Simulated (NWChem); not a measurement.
Molecule: CF$_{2}$I, doublet; SMILES F[C](F)I

Results from NWChem. Spin-unrestricted. In the optimisation the excess spin sits in a' (Cs, its own frame). No stability test was run on the SCF state. def2 effective core potentials on I; no spin-orbit coupling. Each level has its own optimisation; frequencies are unscaled.

Q: Among these, which level gives the lowest value of “lowest (cm⁻¹)”?
A) BLYP/def2-SVP
B) PBE0/def2-SVP
C) LDA (Slater exchange, VWN5)/def2-SVP

A: A, BLYP/def2-SVP. Values: BLYP/def2-SVP 229; LDA (Slater exchange, VWN5)/def2-SVP 260; PBE0/def2-SVP 270
